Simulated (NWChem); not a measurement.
System: C2H6AlCl; SMILES [CH3][Al]([CH3])[Cl]

The following NWChem deck was run.

```
start job
memory heap 200 mb stack 900 mb global 1100 mb
geometry units angstroms noautoz
  Al     0.000000     0.000000    -0.409890
  C     -0.002639     1.757748    -1.273800
  H     -0.104637     1.689213    -2.363172
  H      0.929045     2.298132    -1.059880
  H     -0.819802     2.384527    -0.895223
  C      0.002639    -1.757748    -1.273800
  H     -0.929045    -2.298132    -1.059880
  H      0.819802    -2.384527    -0.895223
  H      0.104637    -1.689213    -2.363172
  Cl     0.000000     0.000000     1.729252
end
basis spherical
  * library 6-311g**
end
dft
  xc b3lyp
  iterations 150
  vectors input atomic output neutral.movecs
end
task dft energy
charge 1
dft
  odft
  mult 2
  vectors input atomic output cation.movecs
end
task dft energy
```

Excerpt of the output:

```
             Northwest Computational Chemistry Package (NWChem) 7.3.0
             --------------------------------------------------------

 C2  symmetry detected

                             Geometry "geometry" -> ""
                             -------------------------

 Output coordinates in angstroms (scale by  1.889725989 to convert to a.u.)

  No.       Tag          Charge          X              Y              Z
 ---- ---------------- ---------- -------------- -------------- --------------
    1 Al                  13.0000     0.00000000     0.00000000    -0.41294342
    2 C                    6.0000    -0.00078469     1.75774981    -1.27685342
    3 H                    1.0000    -0.10285493     1.68932245    -2.36622542
    4 H                    1.0000     0.93146887     2.29715064    -1.06293342
    5 H                    1.0000    -0.81728602     2.38539051    -0.89827642
    6 C                    6.0000     0.00078469    -1.75774981    -1.27685342
    7 H                    1.0000    -0.93146887    -2.29715064    -1.06293342
    8 H                    1.0000     0.81728602    -2.38539051    -0.89827642
    9 H                    1.0000     0.10285493    -1.68932245    -2.36622542
   10 Cl                  17.0000     0.00000000     0.00000000     1.72619858

 Effective nuclear repulsion energy (a.u.)     188.1571723483

      Symmetry information
      --------------------

 Group name             C2
 Group number              4
 Group order               2
 No. of unique centers     6

                                 NWChem DFT Module
                                 -----------------

 Summary of "ao basis" -> "ao basis" (spherical)
 ------------------------------------------------------------------------------
       Tag                 Description            Shells   Functions and Types
 ---------------- ------------------------------  ------  ---------------------
 Al                         6-311g**                12       26   6s5p1d
 C                          6-311g**                 8       18   4s3p1d
 H                          6-311g**                 4        6   3s1p
 Cl                         6-311g**                12       26   6s5p1d

      Symmetry analysis of basis
      --------------------------

        a          64
        b          60

            General Information
            -------------------
          SCF calculation type: DFT
          Wavefunction type:  closed shell.
          No. of atoms     :    10
          No. of electrons :    48
           Alpha electrons :    24
            Beta electrons :    24
          Charge           :     0
          Spin multiplicity:     1
          Use of symmetry is: on ; symmetry adaption is: on
          Maximum number of iterations: 150
          AO basis - number of functions:   124
                     number of shells:    64
          Convergence on energy requested:  1.00D-06
          Convergence on density requested:  1.00D-05
          Convergence on gradient requested:  5.00D-04

              XC Information
              --------------
                         B3LYP Method XC Potential
                     Hartree-Fock (Exact) Exchange  0.200
                        Slater Exchange Functional  0.800 local
                    Becke 1988 Exchange Functional  0.720 non-local
              Lee-Yang-Parr Correlation Functional  0.810
                  VWN I RPA Correlation Functional  0.190 local

             Grid Information
             ----------------
          Grid used for XC integration:  medium
          Radial quadrature: Mura-Knowles
          Angular quadrature: Lebedev.
          Tag              B.-S. Rad. Rad. Pts. Rad. Cut. Ang. Pts.
          ---              ---------- --------- --------- ---------
          Al                  1.25       88          10.0       590
          C                   0.70       49          11.0       434
          H                   0.35       45          13.0       434
          Cl                  1.00       88          12.0       590
          Grid pruning is: on
          Number of quadrature shells:   360
          Spatial weights used:  Erf1

      Superposition of Atomic Density Guess
      -------------------------------------

 Sum of atomic energies:        -779.68720772

      Non-variational initial energy
      ------------------------------

 Total energy =    -781.289721
 1-e energy   =   -1449.217063
 2-e energy   =     479.770170
 HOMO         =      -0.339773
 LUMO         =       0.006607

      Symmetry analysis of molecular orbitals - initial
      -------------------------------------------------

  Numbering of irreducible representations:

     1 a           2 b

  Orbital symmetries:

     1 a           2 a           3 a           4 b           5 a
     6 a           7 b           8 b           9 a          10 b
    11 a          12 b          13 a          14 b          15 a
    16 a          17 a          18 b          19 b          20 a
    21 b          22 b          23 a          24 b          25 a
    26 b          27 b          28 a          29 b          30 a
    31 a          32 a          33 b          34 b

   convergence    iter        energy       DeltaE   RMS-Dens  Diis-err
 ---------------- ----- ----------------- --------- --------- ---------
 d= 0,ls=0.0,diis     1   -782.5715252222 -9.71D+02  5.34D-03  1.20D+00
 d= 0,ls=0.0,diis     2   -782.6045013132 -3.30D-02  3.90D-03  1.51D-01
 d= 0,ls=0.0,diis     3   -782.6119844812 -7.48D-03  1.58D-03  9.34D-02
 d= 0,ls=0.0,diis     4   -782.6233422139 -1.14D-02  1.30D-04  1.33D-04
 d= 0,ls=0.0,diis     5   -782.6233578975 -1.57D-05  3.53D-05  4.11D-05
  Resetting Diis
 d= 0,ls=0.0,diis     6   -782.6233630503 -5.15D-06  8.20D-06  2.10D-06
 d= 0,ls=0.0,diis     7   -782.6233632817 -2.31D-07  3.11D-06  7.34D-08

         Total DFT energy =     -782.623363281673
      One electron energy =    -1453.816552765049
           Coulomb energy =      543.137295751915
    Exchange-Corr. energy =      -60.101278616828
 Nuclear repulsion energy =      188.157172348289

 Numeric. integr. density =       48.000009192103

                  Occupations of the irreducible representations
                  ----------------------------------------------

                     irrep           alpha         beta
                     --------     --------     --------
                     a                13.0         13.0
                     b                11.0         11.0

                       DFT Final Molecular Orbital Analysis
                       ------------------------------------

 Vector   22  Occ=2.000000D+00  E=-3.255596D-01  Symmetry=b
              MO Center= -4.0D-16, -3.9D-14,  1.0D+00, r^2= 3.2D+00
   Bfn.  Coefficient  Atom+Function         Bfn.  Coefficient  Atom+Function
  ----- ------------  ---------------      ----- ------------  ---------------
   115      0.483656  10 Cl py              106     -0.293630  10 Cl py
   118      0.286737  10 Cl py              112      0.216103  10 Cl py
    17      0.181550   1 Al py               34     -0.110526   2 C  py
    70     -0.110526   6 C  py               14      0.098863   1 Al py
    38     -0.076839   2 C  py               74     -0.076839   6 C  py

 Vector   23  Occ=2.000000D+00  E=-3.231524D-01  Symmetry=b
              MO Center= -3.1D-15, -4.6D-16,  1.6D+00, r^2= 1.5D+00
   Bfn.  Coefficient  Atom+Function         Bfn.  Coefficient  Atom+Function
  ----- ------------  ---------------      ----- ------------  ---------------
   114      0.548921  10 Cl px              117      0.344870  10 Cl px
   105     -0.333643  10 Cl px              111      0.245683  10 Cl px
    16      0.085357   1 Al px              108     -0.081522  10 Cl px
    25     -0.050274   1 Al d  1             13      0.044683   1 Al px
    37     -0.036538   2 C  px               73     -0.036538   6 C  px

 Vector   24  Occ=2.000000D+00  E=-2.852544D-01  Symmetry=b
              MO Center= -1.0D-16,  6.3D-14, -5.1D-01, r^2= 4.5D+00
   Bfn.  Coefficient  Atom+Function         Bfn.  Coefficient  Atom+Function
  ----- ------------  ---------------      ----- ------------  ---------------
   115      0.277510  10 Cl py               38      0.194169   2 C  py
    74      0.194169   6 C  py               34      0.191928   2 C  py
    70      0.191928   6 C  py              118      0.189785  10 Cl py
   106     -0.169337  10 Cl py               14     -0.160324   1 Al py
    36     -0.160220   2 C  s                72      0.160220   6 C  s

 Vector   25  Occ=0.000000D+00  E=-3.847916D-02  Symmetry=b
              MO Center= -2.9D-14, -2.5D-15, -4.5D-01, r^2= 4.4D+00
   Bfn.  Coefficient  Atom+Function         Bfn.  Coefficient  Atom+Function
  ----- ------------  ---------------      ----- ------------  ---------------
    16      0.560962   1 Al px               19      0.528187   1 Al px
   117     -0.242131  10 Cl px               13      0.228796   1 Al px
    53     -0.201201   4 H  s                83      0.201201   7 H  s
    59      0.185314   5 H  s                89     -0.185314   8 H  s
   114     -0.147105  10 Cl px               10     -0.132316   1 Al px

 Vector   26  Occ=0.000000D+00  E=-5.480752D-03  Symmetry=a
              MO Center= -1.8D-14,  3.2D-13, -5.8D-01, r^2= 6.4D+00
   Bfn.  Coefficient  Atom+Function         Bfn.  Coefficient  Atom+Function
  ----- ------------  ---------------      ----- ------------  ---------------
     6      1.439291   1 Al s                36     -0.912695   2 C  s
    72     -0.912695   6 C  s               104     -0.421870  10 Cl s
   119      0.344896  10 Cl pz               53      0.260014   4 H  s
    83      0.260014   7 H  s                59      0.224637   5 H  s
    89      0.224637   8 H  s                18      0.150533   1 Al pz

[...]
```

Level: B3LYP/6-311G** (spherical d), vertical spin-unrestricted ions. Geometry: optimised at B3LYP/6-31G* (spherical d).
